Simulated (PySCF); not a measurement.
A calculated (r2SCAN, PySCF 2.14, dyall-acv3z, scalar relativity by spin-free X2C-1e) atom or ion has these occupied shells.

| shell | electrons | orbital energy (eV) | rms radius, mean of both spins (bohr) |
| --- | --- | --- | --- |
| 1s α | 1 | -690.72 | 0.205 |
| 1s β | 1 | -688.45 | 0.205 |
| 2s α | 1 | -51.139 | 1.06 |
| 2s β | 1 | -45.011 | 1.06 |
| 2p α | 3 | -30.844 | 1.10 |
| 2p β | 1 | -27.035 | 1.10 |

Task: Name the element and its charge.

Result: F⁺ (fluorine, charge +1), in [He] 2s2 2p4, high-spin 3P determinant.
